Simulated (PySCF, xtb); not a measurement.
CH13NO2Si4, SMILES C[Si](N[SiH3])(O[SiH3])O[SiH3].

GFN2-xTB in xtb at its own geometry gives an orbital gap of 5.24 eV and a dipole moment of 0.39 D.

Geometry optimised at B3LYP-D3(BJ)/def2-SVP. One conformer was computed; it need not be the lowest.

### Question
What does M06-2X/def2-SVP (PySCF) give? (Estimate from the structure and the level; the computed values follow.)

### Answer
gap 9.95 eV (levels -8.86 and 1.08 eV), dipole 0.56 D.
